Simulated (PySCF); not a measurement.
## O⁴⁺ (oxygen, charge +4): Hartree-Fock from Schrödinger to Dirac-Coulomb-Breit

Occupied: 1s1/2, 2s1/2. Hartree-Fock calculated with PySCF 2.14 in an even-tempered Gaussian basis (20 s from 0.092 bohr⁻², ratio 2.3; 13 p from 0.11 bohr⁻², ratio 2.3), Gaussian nucleus throughout. NR is non-relativistic, sf-X2C the spin-free one-electron X2C Hamiltonian, X2C adds the bare one-electron spin-orbit term, X2C-SNSO screens it by Boettger's factors, DC is four-component Dirac-Coulomb, and the Gaunt and Breit terms are added at first order (total energies over the DC spinors, levels after relaxing the spinors in that mean field). QED terms are absent. Levels marked empty are virtual spinors of this ion.

```csv
Hamiltonian,E (hartree),E − E(DC) (hartree),CPU seconds
NR,-68.2576,0.0567,0.29
sf-X2C,-68.3109,0.0034,0.15
X2C,-68.3109,0.0034,0.15
X2C-SNSO,-68.3109,0.0034,0.15
DC,-68.3143,0.0000,2.4
DC+Gaunt,-68.3074,0.0069,4.8
DC+Breit,-68.3075,0.0068,51
```

Problem. Give the 2p spin-orbit interval with each Hamiltonian that has one.

Solution. X2C 0.07173; X2C-SNSO 0.05378; DC 0.05483; DC+Gaunt 0.04783; DC+Breit 0.04783 (eV).

```tsv
level (eV)	NR	sf-X2C	X2C	X2C-SNSO	DC	DC+Gaunt	DC+Breit
1s1/2	-669.18	-669.61	-669.61	-669.61	-669.69	-669.53	-669.53
2s1/2	-111.31	-111.41	-111.41	-111.41	-111.41	-111.40	-111.40
2p1/2 (empty)	-76.614	-76.614	-76.662	-76.650	-76.651	-76.636	-76.638
2p3/2 (empty)	-76.614	-76.614	-76.590	-76.596	-76.596	-76.588	-76.591
3s1/2 (empty)	-32.578	-32.597	-32.597	-32.597	-32.598	-32.596	-32.596
```

Weight of the small component: 1s1/2 0.000785, 2s1/2 0.000124, 2p1/2 0.000105, 2p3/2 0.000105, 3s1/2 3.33e-05.

Koopmans' value for the highest occupied level at DC+Breit: 111.40 eV, against an ionisation energy of 113.90 eV (measured; NIST Atomic Spectra Database, ionization energies); the former lacks relaxation, correlation, QED and recoil.

The whole ladder took 60 s of wall time on 1 thread of Intel(R) Xeon(R) Platinum 8488C (shared host), launched as `OMP_NUM_THREADS=1 python relrun2.py TASK.json OUT` (a driver that calls PySCF for each Hamiltonian).
